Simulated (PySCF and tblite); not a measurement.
Conformers and averaged properties: C₆H₅NO, numbered as in [O:1]=[CH:2][c:3]1[cH:4][cH:5][cH:6][n:7][cH:8]1

The ensemble was built from 90 distance-geometry starts (ETKDG and KDG, MMFF94s, GFN2-xTB) and rests on PBE0-D3(BJ)/def2-SVP geometries. Weights use PBE0-D3(BJ)/def2-TZVP (IEF-PCM, chloroform) energies plus GFN2-xTB zero-point and thermal terms (modes under about 100 cm⁻¹ blended into free rotors). Symmetry numbers and mirror images are counted. Conformers within 3 kcal/mol (GFN2-xTB free energy) were kept, 8 at most. GIAO shieldings: PBE0/pcSseg-1 (IEF-PCM, chloroform). Couplings: B3LYP/pcSseg-1 with pcJ-1 on H (gas phase; spin-dipole term only for pairs with B, N, F, Si or P). TDDFT excitations: CAM-B3LYP/def2-SVPD (IEF-PCM, chloroform). Couplings are for ¹H. Shifts are against TMS (¹H), TMS (¹³C), NH3 (¹⁵N) at the same level. Codes: tblite and PySCF.

Torsions listed: O1–C2–C3–C4.

| conformer | shape | symmetry | E(GFN2) kcal/mol | E(DFT) kcal/mol | G(298.15 K) kcal/mol | weight % | dipole D |
| --- | --- | --- | --- | --- | --- | --- | --- |
| 1 | 0° | Cs | 0.00 | 0.00 | 0.00 | 68.4 | 1.98 |
| 2 | 180° | Cs | 0.27 | 0.50 | 0.46 | 31.6 | 5.05 |

Weights (%) against temperature:

```json
{"T (K)": "220", "1": "74.0", "2": "26.0", "S(mix) cal/mol/K": "1.14"}
{"T (K)": "260", "1": "70.8", "2": "29.2", "S(mix) cal/mol/K": "1.20"}
{"T (K)": "298.15", "1": "68.4", "2": "31.6", "S(mix) cal/mol/K": "1.24"}
{"T (K)": "340", "1": "66.3", "2": "33.7", "S(mix) cal/mol/K": "1.27"}
{"T (K)": "380", "1": "64.7", "2": "35.3", "S(mix) cal/mol/K": "1.29"}
```

Averaged shifts at 298.15 K. ¹H: 10.03 (H2, 1H), 9.21 (H8, 1H), 9.05 (H6, 1H), 8.49 (H4, 1H), 7.75 (H5, 1H) ppm. ¹³C: 198.3 (C2), 162.8 (C6), 160.3 (C8), 144.0 (C4), 134.9 (C3), 130.7 (C5) ppm. ¹⁵N: 352.3 (N7) ppm.

Averaged couplings (Hz): ³J(H4,H5) 8.7, ⁴J(H4,H6) 1.5, ⁴J(H4,H8) 1.9, ³J(H5,H6) 5.4, ⁵J(H5,H8) 0.7, ⁴J(H6,H8) -1.1.

Coordinates of conformer 1 (Å):

```xyz
13

O     2.719   -1.286    0.303
C     2.203   -0.253   -0.043
C     0.746   -0.002   -0.004
C    -0.137   -0.986    0.453
C    -1.494   -0.697    0.468
C    -1.910    0.564    0.027
N    -1.080    1.508   -0.409
C     0.218    1.224   -0.421
H     2.815    0.602   -0.428
H     0.266   -1.947    0.781
H    -2.227   -1.428    0.814
H    -2.976    0.819    0.029
H     0.892    2.012   -0.784
```

Unscaled ¹⁵N shifts at such levels can be off by tens of ppm; differences between conformers or isomers are more reliable. Shifts are unscaled: against experiment ¹³C can be off by 15 ppm or more and ¹H by 0.8 ppm.

Search and properties took 2.7 min on 1 thread of Arm Neoverse V2 (shared host) (rough), launched as `OMP_NUM_THREADS=1 python ens_run.py task.json out`.


¹⁵N shifts are against a computed isolated NH3 molecule, about 20 ppm from the liquid.